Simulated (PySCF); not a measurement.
Si(NMeEt)Cl3, C₃H₈Cl₃NSi.
SMILES: `Cl[Si](N(CC)C)(Cl)Cl`

The closed-shell ground state was solved at several levels (PySCF, density fitting, gas phase, non-relativistic). One conformer (not necessarily the lowest) at the PBE0-D3(BJ)/def2-SVP geometry, without solvent, vibrations or thermal averaging.

```
          level  basis functions  total energy (Eh)  HOMO (eV)  LUMO (eV)  gap (eV)  dipole (D)
B3LYP/def2-SVPD              249         -1843.5982      -6.98      -0.49      6.49        2.74
  PBE0/pcSseg-1              204         -1843.2870      -7.25       0.15      7.40        3.04
```

(1) What might KT2/pcSseg-1 (204 basis functions) give for the same quantities?

(2) Over all these levels, which gives the widest orbital gap and which the narrowest?

(3) How far do the dipole and the HOMO energy spread over the levels?

Answers

(1) Total energy -1859.7509 Eh, HOMO -6.00 eV, LUMO -1.07 eV, gap 4.93 eV, dipole 2.92 D.

(2) PBE0/pcSseg-1 (global hybrid, 25 % exact exchange) has the widest, 7.40 eV, and KT2/pcSseg-1 (GGA) the narrowest, 4.93 eV. The two share the basis. From the narrowest to the widest the HOMO moves by -1.25 eV and the LUMO by +1.22 eV.

(3) The dipole runs from 2.74 to 3.04 D (mean 2.90 D) and the HOMO from -7.25 to -6.00 eV.
